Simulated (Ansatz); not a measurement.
Ansatz (a first-principles code) input:
A basis named .json is the Basis Set Exchange file of that set.

Ansatz 0.2 input:
```yaml
crystal:
  periodic: [false, false, false]
  atoms:
    - {symbol: K, position_ang: [-0.00000000, -0.00000000, -0.89756538]}
    - {symbol: O, position_ang: [0.00000000, 0.00000000, 1.78623276]}
    - {symbol: H, position_ang: [0.00000000, 0.00000000, 2.76388022]}
basis:
  gaussian:
    orbitals: def2-TZVPP
    fitting: {mean_field: def2-universal-jkfit, correlation: def2-TZVPP-RIFIT.json}
total_charge: 1
magnetization: {spin_polarized: true, initial_magnetization: 1}
correlation: {method: mp2, electrons: outside_noble_gas}
```

### Question
Predict the final energy.

### Answer
-674.64615 Eh (RI-MP2/def2-TZVPP). The basis has 78 functions.
